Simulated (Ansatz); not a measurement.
C₂₀H₁₃F₆NO₄S₄⁻, that is S-phenylthianthrenium bistriflimide with one electron more. The state is a doublet with charge -1. Geometry PBE-D4/def2-SVP, that of the neutral singlet; atoms count from 1.

```xyz
48

O     2.480   -0.214   -1.780
S     1.479   -0.576   -2.811
O     1.775   -1.595   -3.834
N     0.078   -0.838   -1.978
S    -1.332   -1.131   -2.755
O    -1.474   -0.442   -4.055
O    -2.406   -1.038   -1.733
C    -1.307   -2.980   -3.203
F    -0.772   -3.713   -2.200
F    -0.604   -3.191   -4.312
F    -2.571   -3.387   -3.391
C     1.243    1.059   -3.788
F     2.410    1.724   -3.745
F     0.926    0.816   -5.056
F     0.297    1.830   -3.225
C    -3.038   -2.509    1.703
C    -2.872   -1.199    2.188
C    -1.722   -0.468    1.867
C    -0.751   -1.078    1.054
S     0.748   -0.240    0.552
C     1.476    0.187    2.167
C     1.225   -0.570    3.321
C     1.973   -0.322    4.480
C     2.960    0.677    4.482
C     3.194    1.444    3.334
C     2.458    1.199    2.158
S     2.820    2.148    0.701
C     1.179    2.417    0.071
C     0.843    3.689   -0.431
C    -0.437    3.921   -0.949
C    -1.396    2.895   -0.963
C    -1.079    1.621   -0.477
C     0.207    1.403    0.034
C    -0.897   -2.382    0.564
C    -2.054   -3.099    0.898
H    -3.952   -3.069    1.950
H    -3.649   -0.739    2.816
H    -1.582    0.558    2.237
H     0.461   -1.360    3.308
H     1.785   -0.920    5.384
H     3.546    0.872    5.392
H     3.944    2.249    3.338
H     1.592    4.493   -0.398
H    -0.687    4.916   -1.346
H    -2.394    3.071   -1.391
H    -1.795    0.790   -0.567
H    -0.138   -2.806   -0.106
H    -2.192   -4.114    0.498
```

Single mean-field runs in def2-SVP are fitted with def2-universal-jkfit. The highest occupied level of the charge -1 doublet lies above zero (up to 0.48 eV). By energy differences its removal costs 0.79 eV (vertical, to the charge 0 singlet, at PBE0-D4/def2-SVP); self-interaction error and the lack of diffuse functions both raise the level.

Estimate the Mulliken populations of the heavy atoms from the PBE0/def2-SVP orbitals of Ansatz.


```
atom  charge (e)  spin (α − β)
  O1       -0.48          0.00
  S2        0.81          0.00
  O3       -0.47          0.00
  N4       -0.60          0.00
  S5        0.81          0.00
  O6       -0.48          0.00
  O7       -0.47          0.00
  C8        0.53          0.00
  F9       -0.18          0.00
 F10       -0.15          0.00
 F11       -0.18          0.00
 C12        0.53          0.00
 F13       -0.18          0.00
 F14       -0.16          0.00
 F15       -0.17          0.00
 C16       -0.04          0.22
 C17       -0.03         -0.11
 C18       -0.01          0.21
 C19       -0.21          0.09
 S20        0.30          0.12
 C21       -0.08          0.11
 C22        0.00         -0.03
 C23       -0.05          0.07
 C24       -0.03          0.09
 C25       -0.02         -0.04
 C26       -0.09          0.11
 S27        0.10         -0.01
 C28       -0.04          0.02
 C29       -0.03          0.01
 C30       -0.01         -0.01
 C31       -0.03          0.03
 C32       -0.01         -0.02
 C33       -0.07          0.08
 C34        0.06          0.04
 C35       -0.05          0.01
```
Mulliken values and Mayer orders depend strongly on the basis.

Where does the spin sit?

Summed by element: O 0.00, S 0.12, N 0.00, C 0.90, F 0.00, H -0.03, of 1 unpaired in all. Largest on single atoms: C16 0.22, C18 0.21, S20 0.12.

And the Mayer bond orders between bonded heavy atoms (over 0.3)?

O1–S2 1.64 (1.48 Å); S2–O3 1.66 (1.47 Å); S2–N4 1.05 (1.65 Å); S2–C12 0.70 (1.92 Å); N4–S5 1.09 (1.64 Å); S5–O6 1.64 (1.48 Å); S5–O7 1.61 (1.49 Å); S5–C8 0.70 (1.90 Å); C8–F9 1.07 (1.35 Å); C8–F10 1.12 (1.33 Å); C8–F11 1.10 (1.34 Å); C12–F13 1.10 (1.34 Å); C12–F14 1.12 (1.33 Å); C12–F15 1.09 (1.34 Å); C16–C17 1.38 (1.41 Å); C16–C35 1.29 (1.40 Å); C17–C18 1.42 (1.40 Å); C18–C19 1.23 (1.41 Å); C19–S20 1.07 (1.79 Å); C19–C34 1.31 (1.40 Å); S20–C21 0.83 (1.82 Å); S20–C33 0.81 (1.81 Å); C21–C22 1.44 (1.40 Å); C21–C26 1.33 (1.41 Å); C22–C23 1.41 (1.40 Å); C23–C24 1.29 (1.40 Å); C24–C25 1.43 (1.40 Å); C25–C26 1.40 (1.41 Å); C26–S27 1.02 (1.78 Å); S27–C28 1.02 (1.78 Å); C28–C29 1.39 (1.41 Å); C28–C33 1.40 (1.41 Å); C29–C30 1.42 (1.40 Å); C30–C31 1.35 (1.40 Å); C31–C32 1.39 (1.40 Å); C32–C33 1.45 (1.40 Å); C34–C35 1.48 (1.40 Å).
